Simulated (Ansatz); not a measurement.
One change: `BC(Cl)BO` becomes `BC(F)Cl`.

Ansatz, PBE0-D4/def2-TZVP geometries, multiplicity 1. Each molecule was computed in one conformer, which needn't be the lowest.

| property | `BC(Cl)BO` |
| --- | --- |
| size of the dipole moment (ωB97M-V/def2-TZVPP) / D | 0.90 |
| size of the dipole moment (B3LYP/def2-TZVPP) / D | 0.92 |
| HOMO–LUMO gap (ωB97M-V/def2-TZVPP) / eV | 10.80 |
| HOMO energy (B3LYP/def2-TZVPP) / eV | -8.21 |
| size of the dipole moment (PBE/def2-TZVPP) / D | 0.78 |
| LUMO energy (PBE0/def2-TZVPP) / eV | -1.88 |

Q: What does the change do to each property? (Best estimate.)

A: Ansatz gave: 
| property | `BC(F)Cl` | shift |
| --- | --- | --- |
| size of the dipole moment (ωB97M-V/def2-TZVPP) / D | 1.31 | 0.41 |
| size of the dipole moment (B3LYP/def2-TZVPP) / D | 1.30 | 0.38 |
| HOMO–LUMO gap (ωB97M-V/def2-TZVPP) / eV | 12.50 | 1.70 |
| HOMO energy (B3LYP/def2-TZVPP) / eV | -8.88 | -0.67 |
| size of the dipole moment (PBE/def2-TZVPP) / D | 1.26 | 0.48 |
| LUMO energy (PBE0/def2-TZVPP) / eV | -0.84 | 1.04 |

With PBE0 the HOMO falls by 0.66 eV and the LUMO rises by 1.04 eV, so the gap widens by about 1.70 eV. PBE moves the HOMO by -0.54 eV and ωB97M-V by -0.67 eV. Dipoles are sizes alone; their direction can turn.

B3LYP here is the variant with VWN-RPA as its local correlation; programs differ in this.
